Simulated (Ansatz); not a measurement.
Basis-set extrapolation for C2H7AlO2 (PBE0-D4/def2-TZVP geometry, frozen core, Ansatz 0.2.0). Multiplicity 1, RHF reference.

```tsv
	def2-TZVPP	def2-QZVPP
HF	-471.605979	-471.624558
MP2 correlation	-0.914315	-0.982282
CCSD(T) correlation	-0.984108	not run
```

Energies in hartree. Use E(X) = E(∞) + A·exp(−7.88·√X) for Hartree–Fock and E(X) = E(∞) + B·X^(−2.97) for correlation, with X = 3 and 4, and add CCSD(T) minus MP2 of the smaller set to the MP2 limit.

Task: What is the CCSD(T) energy at the basis-set limit?

Result: HF limit: -471.624558 + (-0.018579) × 0.13774 = -471.62712. MP2 limit: -0.982282 + (-0.067967) × 0.74074 = -1.03263. Higher-order term: -0.984108 − (-0.914315) = -0.06979. Total: -472.72954 hartree, 87.5 kcal/mol below CCSD(T)/def2-TZVPP.
